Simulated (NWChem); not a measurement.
Species: CClCuO; SMILES [Cl][Cu]<-[C-]#[O+]

```xyz
4

Cu     0.0000     0.0006     0.0000
Cl     0.0000    -2.0851     0.0000
O      0.0000     2.9429     0.0000
C      0.0000     1.8131     0.0000
```
Atoms are numbered in this order, from 1.

Level: PBE0/def2-SVP (NWChem), optimised geometry, unscaled harmonic frequencies. 

| frequency (cm⁻¹) | IR intensity (km/mol) |
|---|---|
| 73 | 5.9 |
| 354 | 36.9 |
| 357 | 0.1 |
| 357 | 0.1 |
| 494 | 1.1 |
| 2274 | 573.0 |

The zero-point energy comes out as 5.7 kcal/mol and the thermal correction to the enthalpy at 298.15 K (with zero-point energy) is 9.9 kcal/mol. The heat capacity Cv is 15.8 cal/(mol K) and the entropy at 298.15 K and 1 atm (symmetry number 1) is 57.8 cal/(mol K). The dipole moment is 4.84 D.

Rigid rotor and harmonic oscillator; modes under 100 cm⁻¹ make the entropy uncertain.
